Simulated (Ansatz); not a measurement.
Basis-set series for CH₅BO₂S₂, SMILES `CSSB(O)O`. Total charge 0; spin multiplicity 1. The structure was optimised at the PBE0-D4/def2-TZVP level. It is one conformer, not always the lowest.

```csv
functional,basis,functions,energy (Eh),HOMO (eV),LUMO (eV)
PBE0-D4,def2-SVP,117,-1012.02097,-7.10,-0.48
PBE0-D4,def2-QZVPP,518,-1012.59232,-7.18,-0.82
ωB97M-V,def2-SVP,117,-1012.40985,-9.22,1.74
ωB97M-V,def2-QZVPP,518,-1012.98404,-9.34,1.10
```

Give the rows for def2-TZVPP. (Best estimate.)

Computed: 
```
functional       basis  functions  energy (Eh)  HOMO (eV)  LUMO (eV)
   PBE0-D4  def2-TZVPP        278  -1012.55586      -7.16      -0.72
   ωB97M-V  def2-TZVPP        278  -1012.94932      -9.31       1.34
```

Positive LUMOs are unbound and depend on the basis.
